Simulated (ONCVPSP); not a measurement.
Varying the ONCV potential for zinc (Zn)

Base potential:

Zn, optimised norm-conserving Vanderbilt (ONCV), made with ONCVPSP 4.0.1 (PBEsol, fully relativistic). Core [Ne], reference 3s2 3p6 3d10 4s2. Waves: 3s+4s: rc 1.25 bohr, ncon 3, nbas 6, qcut 8.1 1/bohr, 2 projectors; 3p: rc 1.00 bohr, ncon 4, nbas 7, qcut 15.6 1/bohr, 2 projectors, debl 3.9 Ha; 3d: rc 0.70 bohr, ncon 4, nbas 7, qcut 12.7 1/bohr, 3 projectors, debl 2 Ha. Local part: polynomial inside 0.70 bohr (lpopt 5, dvloc0 3 Ha). Core correction: polynomial model core, fcfact 0.3.

Open shells are filled in proportion to 2j + 1.

All-electron outer shells of the reference configuration (PBEsol, scalar-relativistic, ld1.x):

```csv
shell,level (eV),outermost node (bohr),outermost maximum (bohr)
2p,-1003.46,–,0.15
3s,-128.92,0.28,0.59
3p,-83.26,0.25,0.59
3d,-10.17,–,0.56
4s,-6.00,0.85,2.09
```

Cutoffs, loose and tight: the cutoffs (Ha) at which the residual kinetic energy of the hardest occupied pseudo-wave falls to 1 and 0.1 mHa per electron. They do not see the model core or the augmentation charge, which bear on the density cutoff. Test errors are all-electron minus pseudo excitation energies from the reference, over the configurations 3s2 3p6 3d10 4s1; 3s2 3p6 3d10 4s0; 3s2 3p6 3d9 4s0; 3s2 3p6 3d10 4s1 4p1. A dash means not determined; rows that change the core or the reference have their own tests.

A true bound ghost makes a file unfit for plane-wave use even where its test errors are small: the radial tests pick states by their node count and pass the ghost by.

```csv
change,outcome,"cutoff, loose","cutoff, tight",bound ghosts,GHOST(+) flags above zero,largest test error (meV)
base,generated,354 Ha,471 Ha,"d5/2, d3/2","d5/2, d3/2",+3.0
d: qcut 9.4,generated,378 Ha,522 Ha,"d5/2, d3/2","d5/2, d3/2",+2.6
d: qcut 11.1,generated,369 Ha,500 Ha,"d5/2, d3/2","d5/2, d3/2",+2.8
d: qcut 14.4,generated,331 Ha,386 Ha,none,"d5/2, d3/2",+3.2
d: qcut 15.5,generated,304 Ha,369 Ha,none,"d5/2, d3/2",+3.2
d: qcut 19.2,generated,162 Ha,187 Ha,none,none,+3.4
```

**Question.** What comes out with this change to the base: d: qcut 12.4?

**Answer.** outcome: generated; cutoff, loose: 357 Ha; cutoff, tight: 479 Ha; bound ghosts: d5/2, d3/2; GHOST(+) flags above zero: d5/2, d3/2; largest test error (meV): +2.9.

**Question.** What comes out with this change to the base: d: qcut 17.2?

**Answer.** outcome: generated; cutoff, loose: 152 Ha; cutoff, tight: 339 Ha; bound ghosts: none; GHOST(+) flags above zero: d5/2, d3/2; largest test error (meV): +3.3.

**Question.** What comes out with this change to the base: d: qcut 7.8?

**Answer.** outcome: generated; cutoff, loose: 381 Ha; cutoff, tight: 534 Ha; bound ghosts: d5/2, d3/2; GHOST(+) flags above zero: d5/2, d3/2; largest test error (meV): +2.5.

Reading the sweep of the qcut of the d channel (base included, trends over the rows without a ghost): The loose cutoff is not monotonic: lowest 152 Ha at 17.2 1/bohr, highest 331 Ha at 14.4 1/bohr. The median size of the test errors (rows with all tests solved) stays near 0.6 meV. Bound ghosts are found at 7.8, 9.4, 11.1, 12.4, 12.7 1/bohr.
